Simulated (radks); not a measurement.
Values are calculated unless marked as measured or tabulated.
Coulomb parameter of the 5d shell of the tungsten ion W+ in the model configuration [Xe] 4f14 5d4 6s1, as a second difference U = [E(n + 0.25) + E(n - 0.25) - 2 E(n)] / (0.25)^2 with all orbitals relaxed. "Bare": the charge of the atom changes with n. "Screened": the 6s shell takes up the change at fixed total charge, which measures U(5d,5d) + U(6s,6s) - 2 U(5d,6s). Code: a radial shooting solver on a logarithmic mesh with Libxc functionals. Model: scalar-relativistic Kohn-Sham, LDA (Slater exchange, Perdew-Wang correlation), spin-unpolarised, spherical densities, finite nucleus; Fermi nuclear charge, rms radius 5.3658 fm.

case,configuration,E - E(n) (eV)
start,[Xe] 4f14 5d4 6s1,0.000
bare +0.25,[Xe] 4f14 5d4.25 6s1,-2.708
bare -0.25,[Xe] 4f14 5d3.75 6s1,3.299
screened +0.25,[Xe] 4f14 5d4.25 6s0.75,0.143
screened -0.25,[Xe] 4f14 5d3.75 6s1.25,-0.094

U(bare) = 9.461 eV, U(screened by 6s) = 0.780 eV, against the Slater integral F0(5d,5d) = 12.603 eV with frozen orbitals.
